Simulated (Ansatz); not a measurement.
CH4Sn (SMILES [CH3][SnH]) moved off its minimum; all values from Ansatz (an electronic-structure program), cores frozen in correlated methods. Elements past Kr take the def2 small-core potentials, without spin–orbit coupling.
(charge 0, multiplicity 1)
```xyz
6

Sn    -0.00596     0.30893     0.19750
H     -0.36950     1.34759    -1.07817
C      0.00042    -1.54070    -1.04730
H      0.66439    -1.25055    -1.99752
H     -0.98217    -1.48818    -1.61723
H      0.27584    -2.41471    -0.63315
```

Problem. Give the forces (eV/Å), the total energy and the dipole at CCSD(T)/def2-TZVPPD.

Solution. 
| atom | Fx | Fy | Fz |
|---|---|---|---|
| Sn1 | 0.405 | -1.114 | 1.181 |
| H2 | -0.315 | 0.686 | -1.128 |
| C3 | -0.699 | 4.937 | -4.453 |
| H4 | -0.721 | -0.760 | 2.049 |
| H5 | 0.662 | -0.688 | 1.049 |
| H6 | 0.668 | -3.062 | 1.302 |
Energy -253.8295 hartree, dipole 0.21 D.

Doubts at one or more of the structures used: a restricted determinant that unrestricted orbitals would lower (CCSD(T)/def2-TZVPPD).
